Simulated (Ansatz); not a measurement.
The cluster TiS3⁻. The state is a quartet with charge -1. Geometry PBE0-D4/def2-SVPD; atoms count from 1.

```xyz
4

Ti    0.0493    0.0820   -0.1060
S     0.7975    1.5253   -1.9152
S    -0.4470   -2.0554    0.0081
S    -0.3998    0.4482    2.0132
```

At PBE0-D4/def2-TZVPD a doublet of charge -1 lies 1.64 eV below the quartet, each at its own geometry. The structure comes from a short search, and lower isomers may exist.

(1) Estimate the Mulliken populations from the PBE0/def2-TZVPD orbitals of Ansatz.

(2) Where does the spin sit?

(3) And the Mayer bond orders between bonded heavy atoms (over 0.3)?

Results:

(1) 
| atom | charge (e) | spin (α − β) | d electrons |
| --- | --- | --- | --- |
| Ti1 | 0.60 | 1.02 | 2.46 |
| S2 | -0.49 | 0.97 | – |
| S3 | -0.56 | 0.51 | – |
| S4 | -0.56 | 0.51 | – |
Mulliken values and Mayer orders depend strongly on the basis. With diffuse functions, as here, like atoms can get unlike values, and bond orders can come out too low or too high.

(2) Summed by element: Ti 1.02, S 1.98, of 3 unpaired in all. Largest on single atoms: Ti1 1.02, S2 0.97, S3 0.51.

(3) Ti1–S2 0.79 (2.43 Å); Ti1–S3 1.47 (2.20 Å); Ti1–S4 1.47 (2.20 Å).
